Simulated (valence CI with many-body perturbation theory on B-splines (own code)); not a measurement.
Values are calculated unless marked as measured or tabulated.
Pd XV in three bases

Method: valence CI with perturbative core correlation (CI+MBPT): four valence electrons over a frozen Dirac-Fock core [Ar] 3d10, a basis of 9 s, 9 p, 8 d, 6 f, 3 g, 1 h functions for each j, with the one-electron correlation potential Σ1, the two-electron term Σ2, the three-electron term Σ3, Breit, model QED; selected CI, second order for the rest, scaled by the run's own slope (own B-spline code, finite nucleus).

No measured levels were compared; by estimate levels hold to about 250 cm⁻¹ or 0.2 % of their energy and the worst to 1 %, as in measured heavy ions of charge 2 to 7; those with d or f electrons hold less well.

The reference run has the lowest level 4s2 4p2 3P_0 and an ionisation energy of 343.389 eV. Its largest variational space holds 19989 state functions.

Names give the largest LS component (configuration and term), which can be under half, so a name can repeat, a term be missing and a line seem to break the LS rules; names also repeat where a configuration has a term twice.

Changed runs:
A. basis 6 s, 6 p, 5 d, 3 f, 1 g
B. basis 5 s, 5 p, 4 d, 2 f

Excitation energies of the reference run in cm⁻¹, and shifts in cm⁻¹:

| Level | Reference | A | B |
| --- | --- | --- | --- |
| 4s2 4p2 3P_1 | 36854 | -39 | -120 |
| 4s2 4p2 3P_2 | 50059 | +18 | +86 |
| 4s2 4p2 1D_2 | 98346 | +30 | +150 |
| 4s2 4p2 1S_0 | 134567 | +134 | +515 |
| 4s 4p3 5S°_2 | 286286 | -221 | -682 |
| 4s 4p3 3D°_1 | 344196 | -8.6 | +55 |
| 4s 4p3 3D°_2 | 349341 | -40 | -46 |
| 4s 4p3 3D°_3 | 363897 | -38 | -41 |
| 4s 4p3 3P°_0 | 394864 | +45 | +266 |
| 4s 4p3 3P°_1 | 400456 | +31 | +212 |
| 4s 4p3 3P°_2 | 405816 | +15 | +139 |
| 4s 4p3 1D°_2 | 448441 | +32 | +179 |
| Ionisation energy (eV) | 343.389 | -0.026 | -0.079 |
